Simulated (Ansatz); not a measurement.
Species: CaCl2, charge 1, doublet. CaCl2+ (parent SMILES [Cl][Ca][Cl], doublet).
B3LYP-D3(BJ)/def2-TZVP minimum from Ansatz (a first-principles code):
```
Ca
Cl 1 2.5499
Cl 1 2.5499 2 145.95
```
Charge +1, spin multiplicity 2.

Total energies in def2-SVP, 15 correlated electrons, 19 frozen orbitals. Open shells are spin-unrestricted; no spin-orbit coupling. Cores are frozen in correlated methods (noble-gas shells, and filled d and f shells in the p block). No relativity. The spin of CaCl2+ (parent SMILES [Cl][Ca][Cl], doublet) was assumed, and the state is the lowest solution found for it.

```json
[
 {"method": "HF", "program": "Ansatz", "energy (Eh)": "-1595.22255", "minus CCSDT(Q) (mEh)": "287.37"},
 {"method": "MP2", "program": "Ansatz", "energy (Eh)": "-1595.47585", "minus CCSDT(Q) (mEh)": "34.06"},
 {"method": "CCSD", "program": "Ansatz", "energy (Eh)": "-1595.50444", "minus CCSDT(Q) (mEh)": "5.47"},
 {"method": "CCSD(T)", "program": "Ansatz", "energy (Eh)": "-1595.50889", "minus CCSDT(Q) (mEh)": "1.02"},
 {"method": "CCSDT(Q)", "program": "Ansatz", "energy (Eh)": "-1595.50991", "minus CCSDT(Q) (mEh)": "0.00"}
]
```

Rough core times of Ansatz's runs on a shared machine: CCSD(T) 90 s, CCSDT(Q) 5 min.
